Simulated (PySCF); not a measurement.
# Correlation energy of Nb (niobium, neutral)

[Kr] 4d3 5s2, high-spin 4F determinant (an excited configuration). Calculation: PySCF 2.14, in x2c-QZVPPall (13s8p7d3f2g, 111 functions); scalar relativity by spin-free X2C-1e. Frozen: [Kr]; 5 electrons correlated.

```csv
level,correlation energy (mhartree)
CCSD,-80.84
(T),-4.62
CCSD(T),-85.46
```

Diagnostics: T1 = 0.031, D1 = 0.0900, largest double amplitude 0.066.

**Question.** Is a single reference adequate?

**Answer.** Largely. T1 is above 0.03 while the doubles stay small, so the singles mainly relax the orbitals.
